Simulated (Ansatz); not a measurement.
```yaml
crystal:
  periodic: [false, false, false]
  atoms:
    - {symbol: F, position_ang: [0.939840, 0.302103, 0.219634]}
    - {symbol: B, position_ang: [0.082210, 0.006899, -0.001401]}
    - {symbol: Br, position_ang: [-0.269201, -1.001179, 0.430494]}
    - {symbol: Br, position_ang: [-0.660073, 0.760112, -0.629698]}
basis:
  gaussian: {orbitals: def2-TZVPP}
hamiltonian: {xc: {name: B97}}
output: {forces: true}
```

```sh
$ ansatz run in.yaml --threads 4 --pin off --events-out ev --progress --plain --max-ram 10444MiB
```

Output, abridged:

```
Functional definition: B97
1151 factors; their error is unknown
mean field evaluation 1: about -143416.8440 eV, gradient 8.9e1 eV
mean field evaluation 2: about -143397.7406 eV, gradient 1.3e2 eV
mean field evaluation 4: about -143429.0235 eV, gradient 7.3e0 eV
mean field evaluation 8: about -143429.0954 eV, gradient 2.4e-1 eV
mean field evaluation 16: about -143429.7576 eV, gradient 3.6e-4 eV
mean field -143429.75758014 eV, -5270.9463708886 hartree, gradient 1.7e-5 eV, S^2 0.000000; 0 other end points of the search recorded, 0 dependent functions left out
reference -143429.75759847 eV, -5270.9463715623 hartree; 42, 42 occupied and 116, 116 virtual orbitals, 1151 factors
Total energy: -143429.75759847 eV, -5270.9463715623 hartree
Atom 0 at     0.939840     0.302103     0.219634 Å, force    75.976887    27.176804    17.588391 eV/Å
Atom 1 at     0.082210     0.006899    -0.001401 Å, force    10.474453    23.353244   -15.936142 eV/Å
Atom 2 at    -0.269201    -1.001179     0.430494 Å, force   -35.255795  -105.935231    44.572106 eV/Å
Atom 3 at    -0.660073     0.760112    -0.629698 Å, force   -51.195545    55.405183   -46.224355 eV/Å
Dipole moment:     0.119372     0.039724     0.030231 e Å
```

Question: Something in this input is off. What?

Answer: The geometry is squeezed to about two thirds of its size. Self-consistency was reached. The result belongs to that input, not to the molecule as meant.
